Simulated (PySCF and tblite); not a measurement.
Results of a calculation; reference values are marked as such.
System: C₄H₄F₃N₃O, numbered as in [CH3:1][c:2]1[n:3][nH:4][c:5]([O:6][C:7]([F:8])([F:9])[F:10])[n:11]1.

Motion: shift of H on N4 from N4 to N3. GFN2-xTB gives an electronic barrier of 43.9 kcal/mol and a reaction energy of -1.9 kcal/mol.

Tunnelling of the moving H, left out here, will speed the real process. In real samples such hydrogens mostly exchange between molecules or through solvent, far faster than by this path.

(1) What does PBE0/pcSseg-1 + D3(BJ) give on PBE0-D3(BJ)/def2-SVP geometries?

(2) And the level of the geometries itself, PBE0-D3(BJ)/def2-SVP?

Programs: tblite and PySCF.

Results:

(1) A barrier of 51.9 kcal/mol, 8.1 above the tight-binding barrier (from unrounded values), a reaction energy of -1.1 kcal/mol and, with GFN2-xTB thermal terms, ΔG‡(298 K) = 47.2 kcal/mol and k = 2.9×10⁻²² s⁻¹ (2 equivalent paths).

(2) 53.0 kcal/mol.
